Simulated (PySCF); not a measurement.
NMR parameters from quadrupole coupling constants

Compound: C8H12ClF.
Atom-mapped SMILES: `[CH3:1][C@@H:2]1[CH2:3][C@:4]2([Cl:5])[CH2:6][C@H:7]1[CH2:8][C@H:9]2[F:10]` (hydrogens: H11, H12, H13 on C1; H14 on C2; H15, H16 on C3; H17, H18 on C6; H19 on C7; H20, H21 on C8; H22 on C9)

Structure used (GFN2-xTB), in Å, numbered top down from 1:
```
atom  x, y, z in Å
C1     2.269   -0.414   -0.829
C2     0.815   -0.701   -0.472
C3    -0.184    0.073   -1.361
C4    -0.997    0.885   -0.349
Cl5   -1.867    2.241   -1.084
C6     0.044    1.240    0.709
C7     0.437   -0.219    0.942
C8    -0.916   -0.847    1.305
C9    -1.912   -0.081    0.419
F10   -2.809    0.607    1.207
H11    2.936   -0.968   -0.172
H12    2.471   -0.718   -1.854
H13    2.495    0.644   -0.734
H14    0.653   -1.779   -0.556
H15    0.335    0.751   -2.038
H16   -0.818   -0.581   -1.957
H17    0.846    1.860    0.318
H18   -0.397    1.716    1.583
H19    1.212   -0.394    1.686
H20   -0.942   -1.920    1.125
H21   -1.166   -0.666    2.350
H22   -2.518   -0.711   -0.240
```

Computed at PBE0/pcSseg-1 (PySCF, non-relativistic):

```
atom     environment  nucleus  spin I    Q (b)  CQ = χzz (MHz)      η
 Cl5  alkyl chlorine     35Cl     3/2  -0.0817         -74.571  0.036
```

Question: Give the quadrupolar product PQ = |CQ|√(1 + η²/3), the quadrupolar frequency νQ = 3|CQ|/[2I(2I − 1)] and the Larmor frequency ν0 = |g| × 7.62259 MHz/T × B at 16.45 T, with g(35Cl) = 0.54792.

Answer: 
| atom | PQ (MHz) | νQ (MHz) | ν0 (MHz) | νQ/ν0 |
| --- | --- | --- | --- | --- |
| Cl5 | 74.59 | 37.29 | 68.70 | 0.543 |

For Cl5: PQ = 74.57 × 1.0002, νQ = 74.57 × 0.5000, ν0 = 4.1765 MHz/T × 16.45 T.

For Cl5 νQ isn't small against ν0, so the high-field expansions of solid-state NMR fail there at this field.

Question: Take a correlation time of 20 ps, isotropic tumbling and extreme narrowing. What quadrupolar relaxation rates and linewidths follow?

Answer: 1/T1 = 1/T2 = (3π²/10)(2I + 3)/[I²(2I − 1)] × PQ² × τc; the width is 1/(πT2).

```json
{"site": "35Cl at Cl5", "spin factor (2I + 3)/[I²(2I − 1)]": "1.333", "1/T1 (s⁻¹)": "439000", "T1 (ms)": "0.00228", "linewidth (Hz)": "140000"}
```

Solvent, lattice and vibrations would change these gradients. Isolated species at its GFN2-xTB geometry, gas phase. GFN2-xTB bond lengths can be off by several hundredths of an ångström, more for odd bonds, and the gradients follow them. The small basis limits the accuracy of the gradients.

The run behind these numbers computed NMR shieldings as well. Hardware: one thread of an Intel Xeon at 2.50 GHz, no GPU, on a shared host. Cost: 2.8 min wall, 1.0 GiB resident at most.
